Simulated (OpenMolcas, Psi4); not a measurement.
# Si2H2OF2 (SMILES F[Si]1(F)O[SiH2]1): methods side by side

Si2H2OF2: 7 atoms, total charge 0, spin state singlet. SMILES: `F[Si]1(F)O[SiH2]1`. The shape is that of a PBE0-D4/def2-TZVP optimisation.

```xyz
7

F     0.4242   -1.6121    1.6938
Si    0.0379   -1.0260    0.2801
F    -0.1942   -2.2880   -0.6391
O     1.1035    0.0779   -0.3221
Si   -0.3048    1.0586   -0.2328
H    -0.2023    2.1888    0.7200
H    -0.8028    1.5328   -1.5455
```

Each level gives the dipole moment (D). The values are calculated.

| level | kind | program | value (D) | CPU time |
| --- | --- | --- | --- | --- |
| HF/def2-SVP (density fitting) | Hartree–Fock | Psi4 | 3.00 | 1.6 s |
| SVWN5/def2-SVP | LDA | OpenMolcas | 2.10 | 33 s |
| PBE/def2-SVP | GGA | OpenMolcas | 1.99 | 36 s |
| M06-L/def2-SVP | meta-GGA | OpenMolcas | 2.29 | 48 s |
| B3LYP-D3(BJ)/def2-SVP (density fitting) | global hybrid | Psi4 | 2.31 | 5.1 s |
| BHLYP/def2-SVP | global hybrid | OpenMolcas | 2.67 | 30 s |
| M06-2X/def2-SVP | hybrid meta-GGA | OpenMolcas | 2.48 | 33 s |
| PBE0/def2-SVP | global hybrid | OpenMolcas | 2.34 | 36 s |

The values span 1.99 to 3.00 D. Magnitudes only. CPU times are rough (shared hosts, several kinds of processor): they show what a rung costs within a factor of a few.
